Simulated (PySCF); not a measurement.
# Levels of As²²⁺ from EOM-EA-GCCSD

Reference: closed-shell As²³⁺, [Ne]; one electron is added. Calculated with PySCF 2.14, two-component X2C-1e with screened spin-orbit coupling, an uncontracted even-tempered set (18 s from 1.5 bohr⁻², ratio 2.6; 12 p from 2 bohr⁻², ratio 2.6; 6 d from 2 bohr⁻², ratio 2.8; 3 f from 56 bohr⁻², ratio 2.8); frozen 1s2; the 50 highest virtual spinors dropped; of the others 44 kept and the rest restored at second order. No Breit or QED terms. Binding energies in eV.

```csv
level,Koopmans
3s1/2,956.06
3p1/2,906.49
3p3/2,897.78
3d3/2,830.82
3d5/2,829.29
```

Task: How does correlation move these levels?

Result: 3s1/2: second order 956.73, EOM-CCSD 956.74; 3p1/2: second order 907.25, EOM-CCSD 907.26; 3p3/2: second order 898.53, EOM-CCSD 898.54; 3d3/2: second order 831.36, EOM-CCSD 831.37; 3d5/2: second order 829.82, EOM-CCSD 829.82.

For comparison, the ionisation energy of As²²⁺ is 956.79 eV (semi-empirical (NIST evaluation); NIST Atomic Spectra Database, ionization energies).

Only part of the computed levels is shown.
